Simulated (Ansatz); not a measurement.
Consider the ligand exchange at a B–Se bond: `B[Se][SiH2][SiH3]` + NH₃ → `BN` + `[SiH3][SiH2][SeH]`.

Calculated with Ansatz (gas phase, PBE0-D4/def2-TZVP geometries, no zero-point term in ΔE). CCSD(T)/CBS is the MP2 limit (def2-TZVPP, def2-QZVPP) plus CCSD(T) − MP2 in def2-TZVPP, frozen cores. This one scheme is used for every species. Functionals use def2-TZVPP. For Se outer-core shells are correlated without core-valence functions, which leaves a few kJ/mol of doubt a bond. Scalar relativity is left out up to krypton. One conformer a species, not always the lowest.

`B[Se][SiH2][SiH3]`:

Cartesian coordinates in Å:
```
B 0.995 1.701 -1.323
Se 0.184 2.097 0.358
Si -1.170 0.238 0.505
Si 0.167 -1.663 0.739
H 0.708 0.714 -1.928
H 1.790 2.489 -1.729
H -2.028 0.443 1.702
H -2.036 0.174 -0.700
H 1.093 -1.757 -0.419
H 0.960 -1.540 1.990
H -0.663 -2.896 0.805
```

NH₃:

Cartesian coordinates in Å:
```
N -0.190 -0.074 -0.194
H -0.093 -0.780 0.525
H 0.726 0.064 -0.601
H -0.443 0.790 0.270
```

`BN`:

Cartesian coordinates in Å:
```
B 0.598 0.232 0.234
N -0.615 -0.239 -0.240
H 1.069 -0.263 1.217
H 1.144 1.122 -0.352
H -1.068 0.131 -1.059
H -1.128 -0.982 0.201
```

`[SiH3][SiH2][SeH]`:

Cartesian coordinates in Å:
```
Si 1.349 -0.339 -0.053
Si -0.921 -0.093 -0.548
Se -2.076 0.445 1.353
H 2.143 -0.624 -1.279
H 1.529 -1.448 0.919
H 1.845 0.925 0.556
H -1.135 0.921 -1.615
H -1.527 -1.377 -0.987
H -1.207 1.590 1.654
```

```
             level  ΔE (kcal/mol)
              PBE0          -14.5
       HF/def2-SVP          -18.8
CCSD(T)/def2-TZVPP          -13.1
     MP2/CBS(def2)          -11.7
```

Question: What does CCSD(T)/CBS give? (Best estimate.)

Answer: Computed: -12.5 kcal/mol. The listed levels differ from it by -2.0, -6.3, -0.6, 0.8 kcal/mol.

Largest T1 diagnostic among the species: 0.014.

The D4 term adds +1.6 kcal/mol with B3LYP and +0.9 kcal/mol with PBE0; it sums over pairs of atoms, weighted by their polarisabilities, and B3LYP, whose exchange is more repulsive, gets the larger term. Leaving LDA and LC-ωPBE aside and taking each functional with its dispersion term where it has one, the values, not all of them listed here, spread over 4.1 kcal/mol, from CAM-B3LYP-D4 to revPBE-D4. LDA lies −1.7 kcal/mol from PBE without D4. In def2-TZVPP, CCSD(T) changes the Hartree–Fock value by +3.7 kcal/mol (the triples alone add +0.7 kcal/mol) and MP2 by +4.5 kcal/mol.

B3LYP here is the variant with VWN-RPA as its local correlation; programs differ in this.
